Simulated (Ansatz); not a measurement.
Reaction (formal exchange of groups at the Si–C bond): `C[Si](N)(O)O[SiH3]` + `N=C([SiH3])CI` → `N[Si](O)([SiH3])O[SiH3]` + `CC(=N)CI`

Isolated molecules relaxed with PBE0-D4/def2-TZVP in Ansatz; ΔE leaves out vibrations. CCSD(T)/CBS adds triple-zeta CCSD(T) − MP2 to the extrapolated MP2 energy (def2 sets, frozen cores). DFT in def2-TZVPP. def2 core potentials past Kr. For I outer-core shells are correlated without core-valence functions, which leaves a few kJ/mol of doubt a bond. Each species was taken in one conformer, which may not be the lowest.

`C[Si](N)(O)O[SiH3]`:

```xyz
15

C     2.206    0.085    0.388
Si    0.475   -0.418   -0.021
N     0.042   -0.548   -1.675
O     0.270   -1.896    0.663
O    -0.527    0.720    0.601
Si   -2.113    1.109    0.646
H     2.927   -0.620   -0.031
H     2.351    0.116    1.470
H     2.424    1.077   -0.013
H    -0.160    0.280   -2.212
H     0.456   -1.260   -2.256
H    -0.542   -2.355    0.444
H    -2.340    2.031    1.786
H    -2.518    1.785   -0.615
H    -2.953   -0.107    0.825
```

`N=C([SiH3])CI`:

```xyz
11

N     1.417   -0.882    0.647
C     0.459   -0.168    0.215
Si   -0.348   -0.754   -1.409
C    -0.040    1.060    0.907
I    -2.073    0.755    1.536
H     1.785   -0.528    1.537
H    -1.072    0.382   -2.040
H    -1.304   -1.852   -1.129
H     0.729   -1.231   -2.308
H     0.532    1.297    1.804
H    -0.086    1.921    0.242
```

`N[Si](O)([SiH3])O[SiH3]`:

```xyz
15

N    -1.462   -1.283   -1.192
Si   -0.081   -0.667   -0.396
O     1.249   -1.481   -0.906
Si   -0.021   -0.881    1.935
O    -0.067    0.915   -0.815
Si    0.632    2.360   -0.501
H    -2.258   -0.686   -1.344
H    -1.733   -2.247   -1.090
H     1.307   -1.649   -1.850
H    -1.116   -0.072    2.541
H    -0.232   -2.302    2.325
H     1.271   -0.421    2.515
H     0.977    2.465    0.942
H     1.866    2.519   -1.311
H    -0.333    3.430   -0.855
```

`CC(=N)CI`:

Z-matrix (Å, degrees):
```
C
C 1 1.498
H 1 1.093 2 110.6
H 1 1.094 2 110.2 3 -118.1
H 1 1.090 2 111.2 3 121.2
N 2 1.268 1 126.1 3 -123.4
C 2 1.495 1 117.1 3 58.2
H 6 1.020 2 110.7 1 0.5
I 7 2.152 2 111.2 1 -71.1
H 7 1.085 2 110.5 1 171.5
H 7 1.089 2 112.8 1 45.9
```

(1) Is it downhill or uphill in electronic energy at CCSD(T)/CBS, and by how much? (Best estimate.)

(2) What do these levels give: ωB97M-V, PBE, r2SCAN, PBE0, HF/def2-TZVPP, HF/def2-QZVPP? (An estimate is asked.)

Largest T1 diagnostic among the species: 0.012.

Results:

(1) Computed: Uphill: ΔE = +0.22 eV.

(2) Ansatz gave: ωB97M-V 0.26, PBE 0.07, r2SCAN 0.17, PBE0 0.09, HF/def2-TZVPP 0.20, HF/def2-QZVPP 0.20 eV.
